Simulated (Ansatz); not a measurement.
Ansatz (a first-principles code) input:

Ansatz 0.2 input:
```yaml
crystal:
  periodic: [false, false, false]
  atoms:
    - {symbol: Mn, position_ang: [0.00000000, 0.00000000, 0.00000000]}
    - {symbol: F, position_ang: [-0.00000000, -0.00000000, -1.79756774]}
    - {symbol: F, position_ang: [0.00000000, 0.00000000, 1.79756774]}
basis:
  gaussian:
    orbitals: def2-TZVP
hamiltonian:
  xc: b3lyp
  dispersion: d3bj
magnetization: {spin_polarized: true, initial_magnetization: 5}
phonons: {temperatures: {t_min: 298.15, t_max: 298.15, t_step: 100}}
```

Task: Predict the final energy.

Result: -1350.92155 Eh (B3LYP-D3(BJ)/def2-TZVP). The basis has 107 functions.

The spin state was set by rule; other spins were not relaxed.
